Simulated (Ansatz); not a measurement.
Al2O6H6, relaxed as a singlet with RKS r2SCAN-D4/def2-SVP in Ansatz, starting from the GFN2-xTB geometry. Force threshold 0.02 eV/Å.

The structure comes from a short search, and lower isomers may exist.

Start:

```xyz
14

Al   -0.222   -0.960   -1.291
Al   -0.103    1.151    1.573
O    -1.118   -2.315   -1.453
O    -0.416    2.724    1.206
O     1.102   -1.243    0.221
O    -0.087   -0.877    0.820
O     0.635   -0.136   -2.414
O    -0.635    0.152    0.064
H    -0.590    3.639    1.055
H    -0.994    0.453    2.632
H     0.907    0.102   -3.285
H    -1.681   -3.025   -1.189
H     1.488    0.826    1.539
H     1.715   -0.491    0.522
```

```
step  energy (eV)  largest force component (eV/Å)  SCF passes
   1  -25552.9672                           3.920          21
   2  -25553.4857                           2.038          22
   3  -25553.8169                           0.440          29
   4  -25553.9245                           0.731          21
   5  -25554.0336                           0.486          21
   6  -25554.1234                           0.815          21
   7  -25554.1888                           1.083          20
   8  -25554.2344                           0.484          20
   9  -25554.2835                           0.409          21
  10  -25554.3383                           0.816          28
  11  -25554.4649                           0.671          28
  13  -25554.5428                           0.817          27
  15  -25554.6112                           0.598          21
  17  -25554.6486                           0.355          21
  19  -25554.6903                           0.281          21
  21  -25554.7353                           0.405          21
  23  -25554.7468                           0.086          21
  25  -25554.7486                           0.025          23
  27  -25554.7496                           0.082          23
  29  -25554.7504                           0.012          23
  31  -25554.7506                           0.022          15
  32  -25554.7507                           0.010          15
```

Force components are those of the run's own axes.

End:

Cartesian coordinates in Å:
```
Al -0.218 -0.880 -1.067
Al -0.339 1.112 1.512
O -1.127 -1.900 -2.070
O -0.262 2.397 0.416
O 0.942 -1.587 0.180
O -0.038 -1.498 1.211
O 0.275 0.641 -1.712
O -0.928 -0.397 0.651
H -0.093 2.125 -0.507
H -0.478 1.184 3.067
H 0.291 0.813 -2.659
H -1.379 -2.808 -1.887
H 1.713 0.681 1.696
H 1.641 0.116 1.169
```

Bonds lost: Al1–O6, Al2–O6, Al2–H13, O5–H14 (atoms count from 1). The end holds 2 separate pieces.

The force fell under the threshold at step 29, but the optimiser went on. No frequencies were taken in this run, so the end may be a saddle point.

Run time 1.8 min (4 threads of Intel Xeon Platinum 8259CL on a shared host).
